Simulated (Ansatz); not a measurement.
`[F][In@H-]1[Cl+][In@@H-]([F])[Cl+]1`. The species carries charge 0 and has multiplicity 1. In: def2 effective core potential. All single points use the PBE0-D4/def2-TZVP geometry.

```xyz
8

F     1.310   -1.619    2.045
In   -0.318   -1.476    1.017
Cl   -0.836    0.985    1.183
In    0.130    1.446   -1.098
F     1.885    2.126   -0.668
Cl    0.555   -1.029   -1.304
H    -1.704   -2.439    1.021
H    -1.022    2.006   -2.197
```

Problem. What is the dipole moment at r2SCAN/def2-TZVPP? (Estimate.)

Solution. Computed: 4.79 D, with components (-4.35, -0.69, -1.88) D in this frame, pointing from negative to positive charge.

Problem. And with PBE, B3LYP, ωB97M-V? (An estimate is asked.)

Solution. The calculation gave: PBE 4.60 D, B3LYP 4.90 D, ωB97M-V 4.89 D.

Problem. Give the Mulliken charges with r2SCAN, B3LYP, PBE in def2-TZVPP. (An estimate is asked.)

Solution. Ansatz gave: 
```tsv
atom	r2SCAN	B3LYP	PBE
F1	-0.46	-0.47	-0.42
In2	0.91	0.92	0.82
Cl3	-0.38	-0.38	-0.34
In4	0.91	0.92	0.82
F5	-0.46	-0.47	-0.42
Cl6	-0.38	-0.38	-0.34
H7	-0.06	-0.07	-0.07
H8	-0.06	-0.07	-0.07
```

B3LYP here is the variant with VWN-RPA as its local correlation; programs differ in this.
